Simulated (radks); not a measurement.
The potassium ion K+ inside a hard spherical wall (all orbitals vanish at R), configuration held at [Ar] and not refilled when levels cross. All-electron calculation, non-relativistic Kohn-Sham, LDA (Slater exchange, VWN5 correlation), spin-polarised, spherical densities, point nucleus. Program: a radial shooting solver on a logarithmic mesh with Libxc functionals. Eigenvalues in eV for spin up, with the zero of energy where the potential of the charges vanishes at infinity; a dash marks a level that is unbound or too diffuse for the functional's potential to be trusted. A positive occupied level is held by the wall or, in an anion where self-interaction has pushed it up, behind a barrier. The pressure on the wall is -dE/dV.

R (bohr)  E (hartree)  kinetic (hartree)    e(2s)    e(2p)    e(3s)    e(3p)  e(4s, empty)  e(3d, empty)  pressure (GPa)
free       -598.03951            597.022  -355.56  -286.03  -41.037  -24.990        -6.089        -3.941               0
8          -598.03950            597.022  -355.56  -286.03  -41.037  -24.990        -5.883        -3.846        0.000154
6          -598.03925            597.026  -355.55  -286.02  -41.024  -24.977        -4.729        -3.487          0.0408
5          -598.03654            597.055  -355.42  -285.89  -40.932  -24.880        -2.479        -2.877           0.677
3          -597.67220            599.307  -348.83  -279.18  -36.391  -19.787        28.252         5.726             231
2          -593.65118            615.277  -318.78  -248.24  -10.583    8.867        140.52        38.183            6640
1.5        -581.09009            652.635  -272.70  -199.95   51.338   72.957        352.98        96.353           50400
